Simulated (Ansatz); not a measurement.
The same path of C$_{2}$H$_{9}$FN$_{2}$Si (15 atoms, charge 0, multiplicity 1) was run 3 times with different band settings. The coordinate that changes most is the height of N3 over the plane of its neighbours.

These are results of RHF/def2-SVP in Ansatz 0.2.0, not measurements.

Relaxed end points:

```xyz
15
Properties=species:S:1:pos:R:3
C -0.120 -1.209 1.299
C 0.348 -0.543 0.018
N 1.703 -0.843 -0.244
F -0.469 -1.036 -0.992
N 0.144 0.870 -0.013
Si -1.128 1.715 -0.841
H 0.024 -2.290 1.248
H -1.179 -1.007 1.449
H 0.442 -0.817 2.146
H 1.996 -0.449 -1.119
H 1.882 -1.831 -0.245
H 0.819 1.380 0.520
H -0.984 3.129 -0.422
H -1.025 1.650 -2.317
H -2.473 1.230 -0.458
```

```xyz
15
Properties=species:S:1:pos:R:3
C -0.142 -1.304 1.214
C 0.286 -0.621 -0.074
N 1.583 -1.055 -0.456
F -0.590 -1.019 -1.052
N 0.131 0.809 -0.036
Si -1.111 1.736 -0.820
H -0.036 -2.384 1.119
H -1.182 -1.063 1.422
H 0.467 -0.957 2.050
H 1.991 -0.453 -1.147
H 2.208 -1.162 0.319
H 0.766 1.272 0.582
H -0.891 3.128 -0.358
H -1.023 1.708 -2.297
H -2.478 1.315 -0.436
```

Common settings: spring 5.0 eV/Å²; optimiser quadratic models (default); start path IDPP; iteration limit 60; end points relaxed.

| run | movable images | climbing image | force threshold |
| --- | --- | --- | --- |
| 1 | 7 | yes | 0.05 eV/Å |
| 2 | 7 | yes | 0.5 eV/Å |
| 3 | 8 | no | 0.05 eV/Å |

(1) What does each run give, and how far can it be trusted?

Results:

(1) Run 1: converged after 6 iterations, highest image 0.224 eV above the first end. A vibrational analysis at the climbing image gives one clearly imaginary mode, 427i cm⁻¹: a first-order saddle point.
Run 2: converged after 2 iterations, highest image 0.239 eV above the first end. The threshold of 0.5 eV/Å is loose, so the images may lie well off the minimum-energy path. The order of the stationary point at the top wasn't checked.
Run 3: converged after 6 iterations, highest image 0.224 eV above the first end. No image climbed, so the highest image needn't sit at the top of the path.
